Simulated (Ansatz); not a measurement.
Basis sets compared for [SiF3]- (SiF3⁻). The state is a singlet with charge -1. Geometry PBE-D4/def2-TZVPD. Ansatz on 4 threads of Arm Neoverse V2 on a shared host; times are rough, and most runs start from earlier orbitals.

```xyz
4

Si    0.2725   -0.4928   -0.2958
F     0.2813   -0.4095    1.3970
F    -1.3790   -0.1805   -0.5139
F     0.8252    1.0827   -0.5873
```

At HF/STO-3G, PBE-D4/def2-SVPD, PBE-D4/def2-TZVPD the highest occupied level of the charge -1 singlet lies above zero (up to 2.69 eV). In Hartree–Fock with STO-3G the lack of diffuse functions raises the level. By energy differences its removal costs 3.23 eV (vertical, to the charge 0 doublet, at CCSD(T)/def2-TZVPPD).

```json
{"level": "HF/STO-3G", "functions": "24", "energy (Eh)": "-579.5993", "HOMO (eV)": "2.69", "LUMO (eV)": "21.71", "wall time": "0.1 s"}
{"level": "PBE-D4/def2-SVPD", "functions": "93", "energy (Eh)": "-588.5210", "HOMO (eV)": "0.10", "LUMO (eV)": "4.95", "wall time": "0.45 s"}
{"level": "PBE0-D4/def2-SVPD", "functions": "93", "energy (Eh)": "-588.5368", "HOMO (eV)": "-0.95", "LUMO (eV)": "5.56", "wall time": "0.5 s"}
```

(1) Estimate the rows for HF/def2-TZVPD, PBE-D4/def2-TZVPD, PBE0-D4/def2-TZVPD.

Results:

(1) 
| level | functions | energy (Eh) | HOMO (eV) | LUMO (eV) | wall time |
| --- | --- | --- | --- | --- | --- |
| HF/def2-TZVPD | 163 | -587.6015 | -3.40 | 5.81 | 0.55 s |
| PBE-D4/def2-TZVPD | 163 | -588.9762 | 0.10 | 4.15 | 0.7 s |
| PBE0-D4/def2-TZVPD | 163 | -588.9928 | -0.93 | 4.63 | 0.9 s |
